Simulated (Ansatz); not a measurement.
Ansatz (a first-principles code) input (B3LYP-D3(BJ)/def2-TZVP):

Ansatz 0.2 input:
```yaml
crystal:
  periodic: [false, false, false]
  atoms:
    - {symbol: Cd, position_ang: [0.46277940, -0.82810884, 0.19754545]}
    - {symbol: Cl, position_ang: [0.99957868, 0.78848440, -1.37711685]}
    - {symbol: Cl, position_ang: [-1.47946072, 0.06982861, 1.09324457]}
basis:
  gaussian:
    orbitals: def2-TZVP
hamiltonian:
  xc: b3lyp
  dispersion: d3bj
total_charge: 1
magnetization: {spin_polarized: true, initial_magnetization: 1}
relax: {f_tol: 0.002, max_steps: 150}
```

End of the output:

```
relax step   9: F+E_penalty+E_count = -29605.42070500 eV  Δ(F+E_penalty+E_count) = -1.120e-4 eV  max|allowed force component| = 3.167e-4 eV/Å  Δτ_max = 0.0032 Å  (123 SCF iters, accepted)
integrals: 0.04 GiB planned
924 factors; their error is unknown
mean field: 0.58 GiB planned
mean field evaluation 160: about -29593.5672 eV, gradient 5.1e1 eV
mean field evaluation 192: about -29604.9416 eV, gradient 1.2e-1 eV
mean field evaluation 224: about -29605.2742 eV, gradient 2.8e-3 eV
mean field -29605.27419362 eV, -1087.9737594401 hartree, gradient 1.3e-6 eV, S^2 0.756206; 9 other end points of the search recorded, 0 dependent functions left out
the calculation of the forces begins
reference -29605.27443335 eV, -1087.9737682500 hartree; 27, 26 occupied and 87, 88 virtual orbitals, 924 factors
Total energy: -29605.42094473 eV, -1087.9791524436 hartree
Atom 0 at    -0.005722     0.010106    -0.028786 Å, force     0.000024    -0.000042     0.000011 eV/Å
Atom 1 at     1.601798     0.476045    -1.630629 Å, force     0.000293     0.000110    -0.000309 eV/Å
Atom 2 at    -1.613179    -0.455947     1.573088 Å, force    -0.000317    -0.000067     0.000298 eV/Å
Dipole moment:    -0.000012     0.000022    -0.000006 e Å
```

The spin state was set by rule; other spins were not relaxed.
